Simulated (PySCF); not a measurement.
CAgO, SMILES [C+](=O)[Ag], charge +1, multiplicity 1. Atoms are numbered in the order given.

```xyz
3

Ag     0.0000     0.0000     0.6236
C      0.0000     0.0000    -1.4497
O      0.0000     0.0000    -2.5761
```
Charge +1, spin multiplicity 1.

The structure is a stationary point at PBE-D3(BJ)/def2-TZVP. The multiplicity is an assumed one; other spin states were not compared. The def2 effective core potentials stand for the cores of Ag; spin–orbit coupling is left out.

Calculation: PBE-D3(BJ)/def2-TZVP (PySCF).

Frequencies are harmonic and unscaled.

Modes within 1.5 cm⁻¹ of each other (mostly degenerate sets) share a row, with their intensities summed.

### Question
List the normal modes with their intensities. (The exact figures need the calculation; the answer reports its results.)

### Answer

```json
[
 {"mode": "1–2", "ν (cm⁻¹)": "230", "IR (km/mol)": "0.1", "moving atoms (share of kinetic energy)": "C 75 %, O 24 %"},
 {"mode": "3", "ν (cm⁻¹)": "294", "IR (km/mol)": "3.4", "moving atoms (share of kinetic energy)": "O 47 %, C 33 %, Ag 21 %"},
 {"mode": "4", "ν (cm⁻¹)": "2217", "IR (km/mol)": "110.4", "moving atoms (share of kinetic energy)": "C 58 %, O 42 %"}
]
```
